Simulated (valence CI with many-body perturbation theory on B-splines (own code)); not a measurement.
# Nb XIX: E2, M1 decay

Level of theory: configuration interaction combined with many-body perturbation theory (CI+MBPT): five valence electrons over a frozen Dirac-Fock core [Ar], radial functions for each j: 7 s, 7 p, 8 d, 6 f, 4 g, 1 h, with the one-electron correlation potential Σ1 (screened to all orders), the two-electron term Σ2, the three-electron term Σ3, Breit, model QED; selected single and double excitations, second order for the rest (own B-spline code, finite nucleus).

No measured spectrum was set against this ion. As an estimate, terms of the open shell hold to 2 to 4 % of their energy, and close levels can change places. Core correlation moves these levels by up to 12000 cm⁻¹, and in measured spectra 5 to 20 % of such shifts remained as error; rates that hang on mixing are uncertain with them. Only levels of the ground parity were solved; by the run's estimate the other parity begins above the list, which can be wrong where configurations are misplaced.

Lines 1 to 50 of 120 in falling wavelength, among levels below 349000 cm⁻¹, chosen from the decays that carry over 1 % of a level's rate. Wavelengths and rates use the calculated energies, so an error of 3000 cm⁻¹ moves a line at 7237 Å by 22 % and its rate by three times that or more. Electric multipoles are in the length gauge, E1 and E2 with the static RPA response of the core. S is in atomic units (e²a₀⁴ for E2 and M2, e²a₀⁶ for E3), for M1 in squared Bohr magnetons. Weak lines are less certain than strong ones. Lines between different terms over intervals too small for the method are left out, as are lines whose strength nearly cancels. Intervals below about 3000 cm⁻¹, as at the head of this list, are uncertain by tens of per cent.

Names give the largest LS component (configuration and term), which can be under half, so a name can repeat, a term be missing and a line seem to break the LS rules; names also repeat where a configuration has a term twice. Letters in brackets count levels of one name in rising energy.

| λ vac (Å) | Upper | Lower | Type | A (s⁻¹) | S (a.u.) |
| --- | --- | --- | --- | --- | --- |
| 1.330e+05 | 3d⁵ ⁴G_11/2 | 3d⁵ ⁴G_7/2 | E2 | 8.99e-13 | 4.01e-04 |
| 41720 | 3d⁵ ⁴G_9/2 | 3d⁵ ⁴G_11/2 | M1 | 4.46e-01 | 1.20e+01 |
| 31760 | 3d⁵ ⁴G_9/2 | 3d⁵ ⁴G_7/2 | M1 | 1.22e+00 | 1.44e+01 |
| 14260 | 3d⁵ ⁴P_1/2 | 3d⁵ ⁴P_3/2 | M1 | 1.72e+01 | 3.69e+00 |
| 13880 | 3d⁵ ²I_13/2 | 3d⁵ ²I_11/2 | M1 | 3.81e+00 | 5.29e+00 |
| 11630 | 3d⁵ ⁴D_5/2 | 3d⁵ ⁴D_7/2 | M1 | 9.73e+00 | 3.41e+00 |
| 11380 | 3d⁵ ⁴G_7/2 | 3d⁵ ⁴G_5/2 [a] | M1 | 1.65e+01 | 7.19e+00 |
| 10680 | 3d⁵ ²F_7/2 [c] | 3d⁵ ²F_5/2 [b] | M1 | 8.45e+00 | 3.05e+00 |
| 8335 | 3d⁵ ⁴G_5/2 [b] | 3d⁵ ⁴G_5/2 [a] | M1 | 6.80e+01 | 8.76e+00 |
| 8204 | 3d⁵ ⁴F_3/2 | 3d⁵ ⁴F_5/2 | M1 | 5.32e+01 | 4.36e+00 |
| 7237 | 3d⁵ ⁴P_3/2 | 3d⁵ ⁴G_5/2 [a] | M1 | 3.26e+01 | 1.83e+00 |
| 7175 | 3d⁵ ⁴F_5/2 | 3d⁵ ²F_7/2 [a] | M1 | 7.10e+01 | 5.84e+00 |
| 7052 | 3d⁵ ²G_9/2 [a] | 3d⁵ ²G_7/2 [a] | M1 | 1.02e+01 | 1.33e+00 |
| 7034 | 3d⁵ ⁴F_5/2 | 3d⁵ ²D_3/2 [a] | M1 | 2.99e+01 | 2.32e+00 |
| 5887 | 3d⁵ ²H_9/2 | 3d⁵ ⁴F_9/2 | M1 | 6.29e+01 | 4.76e+00 |
| 5778 | 3d⁵ ²H_11/2 | 3d⁵ ²H_9/2 | M1 | 2.88e+01 | 2.47e+00 |
| 5364 | 3d⁵ ⁴D_7/2 | 3d⁵ ⁴G_5/2 [b] | M1 | 7.06e+01 | 3.23e+00 |
| 5347 | 3d⁵ ⁴D_7/2 | 3d⁵ ⁴G_9/2 | M1 | 2.61e+01 | 1.18e+00 |
| 5025 | 3d⁵ ⁴D_1/2 | 3d⁵ ⁴P_1/2 | M1 | 2.02e+02 | 1.90e+00 |
| 5000 | 3d⁵ ²H_9/2 | 3d⁵ ²F_7/2 [a] | M1 | 1.94e+01 | 9.01e-01 |
| 4998 | 3d⁵ ²F_7/2 [b] | 3d⁵ ⁴F_9/2 | M1 | 2.51e+01 | 9.28e-01 |
| 4796 | 3d⁵ ²G_9/2 [a] | 3d⁵ ²F_7/2 [b] | M1 | 3.98e+01 | 1.63e+00 |
| 4576 | 3d⁵ ⁴D_7/2 | 3d⁵ ⁴G_7/2 | M1 | 4.96e+01 | 1.41e+00 |
| 4386 | 3d⁵ ²F_5/2 [a] | 3d⁵ ⁴D_5/2 | M1 | 3.50e+01 | 6.57e-01 |
| 4344 | 3d⁵ ²F_7/2 [b] | 3d⁵ ²F_7/2 [a] | M1 | 2.73e+01 | 6.63e-01 |
| 4189 | 3d⁵ ²G_9/2 [a] | 3d⁵ ²H_9/2 | M1 | 1.74e+02 | 4.74e+00 |
| 4149 | 3d⁵ ²F_7/2 [a] | 3d⁵ ⁴D_5/2 | M1 | 1.30e+01 | 2.75e-01 |
| 4111 | 3d⁵ ²F_7/2 [b] | 3d⁵ ²F_5/2 [a] | M1 | 1.14e+02 | 2.36e+00 |
| 4034 | 3d⁵ ²F_7/2 [c] | 3d⁵ ²H_9/2 | M1 | 5.17e+01 | 1.01e+00 |
| 3934 | 3d⁵ ⁴D_5/2 | 3d⁵ ⁴P_3/2 | M1 | 3.62e+01 | 4.90e-01 |
| 3787 | 3d⁵ ⁴F_3/2 | 3d⁵ ²D_3/2 [a] | M1 | 7.78e+01 | 6.27e-01 |
| 3748 | 3d⁵ ²G_7/2 [a] | 3d⁵ ⁴F_9/2 | M1 | 1.01e+02 | 1.57e+00 |
| 3715 | 3d⁵ ⁴D_1/2 | 3d⁵ ⁴P_3/2 | M1 | 1.19e+02 | 4.52e-01 |
| 3368 | 3d⁵ ²G_7/2 [a] | 3d⁵ ²F_7/2 [a] | M1 | 7.50e+01 | 8.49e-01 |
| 3316 | 3d⁵ ⁴D_3/2 | 3d⁵ ⁴P_3/2 | M1 | 1.81e+02 | 9.77e-01 |
| 3284 | 3d⁵ ⁴D_5/2 | 3d⁵ ⁴G_7/2 | M1 | 6.93e+01 | 5.46e-01 |
| 3264 | 3d⁵ ⁴D_7/2 | 3d⁵ ⁴G_5/2 [a] | M1 | 1.28e+01 | 1.32e-01 |
| 3241 | 3d⁵ ²F_7/2 [c] | 3d⁵ ⁴F_5/2 | M1 | 1.12e+02 | 1.14e+00 |
| 3226 | 3d⁵ ²G_7/2 [a] | 3d⁵ ²F_5/2 [a] | M1 | 2.21e+01 | 2.21e-01 |
| 3185 | 3d⁵ ²F_5/2 [a] | 3d⁵ ⁴D_7/2 | M1 | 7.54e+01 | 5.42e-01 |
| 3127 | 3d⁵ ⁴D_3/2 | 3d⁵ ⁴G_5/2 [b] | M1 | 2.42e+01 | 1.10e-01 |
| 3003 | 3d⁵ ⁴F_5/2 | 3d⁵ ⁴D_3/2 | M1 | 2.51e+01 | 1.51e-01 |
| 2991 | 3d⁵ ²H_9/2 | 3d⁵ ²I_11/2 | M1 | 4.59e+01 | 4.55e-01 |
| 2916 | 3d⁵ ²H_11/2 | 3d⁵ ⁴F_9/2 | M1 | 5.95e+01 | 6.57e-01 |
| 2823 | 3d⁵ ²F_5/2 [b] | 3d⁵ ²F_7/2 [a] | M1 | 2.04e+01 | 1.02e-01 |
| 2801 | 3d⁵ ²F_5/2 [b] | 3d⁵ ²D_3/2 [a] | M1 | 1.99e+02 | 9.74e-01 |
| 2800 | 3d⁵ ⁴F_9/2 | 3d⁵ ⁴D_7/2 | M1 | 6.89e+01 | 5.61e-01 |
| 2723 | 3d⁵ ²F_5/2 [b] | 3d⁵ ²F_5/2 [a] | M1 | 2.01e+02 | 9.03e-01 |
| 2634 | 3d⁵ ²I_11/2 | 3d⁵ ⁴G_9/2 | M1 | 4.60e+01 | 3.74e-01 |
| 2629 | 3d⁵ ⁴F_5/2 | 3d⁵ ⁴D_5/2 | M1 | 1.78e+02 | 7.19e-01 |
